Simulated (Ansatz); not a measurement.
C2H9NSi2 can be A, `N=CC[SiH2][SiH3]`, or B, `C/C([SiH3])=N\[SiH3]`.

Program: Ansatz. Geometries: PBE0-D4/def2-TZVP. ΔE: electronic, gas phase. CCSD(T)/CBS is the MP2 limit (def2-TZVPP, def2-QZVPP) plus CCSD(T) − MP2 in def2-TZVPP, frozen cores. DFT in def2-TZVPP. B3LYP here is the variant with VWN-RPA as its local correlation; programs differ in this. One conformer a species, not always the lowest.

Task: Which isomer does CCSD(T)/CBS put lower? Give the gap. (Best estimate.)

Result: Ansatz gave: B, by 3.6 kcal/mol.

Task: Give E(B) − E(A) in kcal/mol with HF/def2-TZVPP, CCSD(T)/def2-TZVPP, ωB97M-V, B2PLYP, r2SCAN-D4, MP2/def2-TZVPP, B3LYP-D4. (Estimate.)

Result: Computed: HF/def2-TZVPP -7.0, CCSD(T)/def2-TZVPP -3.2, ωB97M-V -4.4, B2PLYP -5.3, r2SCAN-D4 -3.0, MP2/def2-TZVPP -5.0, B3LYP-D4 -5.1. None reverses the order clearly.

Largest T1 diagnostic: 0.013.

In def2-TZVPP, CCSD(T) changes the Hartree–Fock value by +3.8 kcal/mol (the triples alone add +0.2 kcal/mol) and MP2 by +2.0 kcal/mol.
